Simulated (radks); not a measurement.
The thulium ion Tm14+, 55 electrons, occupied as [Kr] 4d10 4f9. Method: scalar-relativistic Kohn-Sham, LB94 model potential, spin-polarised, spherical densities, finite nucleus; open shells are filled with parallel spins first (spin-orbit coupling, left out, can overturn this in heavy ions); Fermi nuclear charge, rms radius 5.2256 fm; computed with a radial shooting solver on a logarithmic mesh with Libxc functionals.

Normalised radial functions P(r) = r R(r), r in bohr:

r,4p down
0.002114,0.0123
0.002753,0.0192
0.003585,0.0299
0.004705,0.0469
0.006127,0.0721
0.007978,0.1094
0.01039,0.1634
0.01363,0.2406
0.01775,0.3382
0.02312,0.4530
0.0301,0.5661
0.03951,0.6392
0.05145,0.6044
0.067,0.3969
0.08724,-0.0088
0.1145,-0.5376
0.1491,-0.9031
0.1942,-0.8036
0.2528,-0.1110
0.3292,0.8706
0.4321,1.5462
0.5626,1.5037
0.7326,0.9697
0.954,0.4140
1.252,0.1037
1.63,0.0146
2.123,0.0009
2.765,0.0000

4p down: eigenvalue -626.35 eV, 2 radial nodes at r = 0.0868, 0.261 bohr, <r> = 0.523 bohr, 90 % of the charge inside 0.759 bohr.
